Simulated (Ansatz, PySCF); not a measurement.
Energy difference R1 → P1 + P2, each structure at its B3LYP-D3(BJ)/def2-TZVP stationary point, reached from a drawn start (curvature not checked).
R1: AlH3 (SMILES [AlH3]), charge 0, multiplicity 1.
P1: AlH (SMILES [AlH]), charge 0, multiplicity 1.
P2: H2 (SMILES [H][H]), charge 0, multiplicity 1.

```csv
level,reaction energy (kcal/mol),minus CCSD(T)/cc-pV(Q+d)Z
HF/cc-pV(D+d)Z,32.69,2.33
HF/cc-pV(T+d)Z,31.82,1.47
BLYP/def2-TZVPP,26.82,-3.53
revPBE/def2-TZVPP,27.45,-2.91
revPBE-D3(BJ)/def2-TZVPP,28.25,-2.11
r2SCAN/def2-TZVPP,34.48,4.12
r2SCAN-D3(BJ)/def2-TZVPP,34.56,4.21
r2SCAN-D4/def2-TZVPP,34.55,4.19
B3LYP/def2-TZVPP,29.47,-0.89
B3LYP-D4/def2-TZVPP,29.97,-0.39
CAM-B3LYP/def2-TZVPP,32.38,2.03
CAM-B3LYP-D3(BJ)/def2-TZVPP,32.64,2.29
wB97X-V/def2-TZVPP,34.26,3.90
wB97M-V/def2-TZVPP,30.13,-0.22
B2PLYP/def2-TZVPP,30.56,0.20
MP2/cc-pV(T+d)Z,31.86,1.51
SCS-MP2/cc-pV(T+d)Z,31.10,0.74
SCS-MP2/cc-pV(Q+d)Z,32.32,1.96
CCSD(T)/cc-pV(D+d)Z,27.91,-2.44
CCSD(T)/cc-pV(Q+d)Z,30.36,0.00
```

 The comparison column counts from a level with limits of its own.

P less R. No zero-point or thermal terms.

Frozen-core correlation throughout.

Programs: Ansatz (Gaussian orbitals); PySCF for the D3/D4 terms. All values are computed, each at the level named.

Ansatz is a quantum-chemistry and plane-wave program.
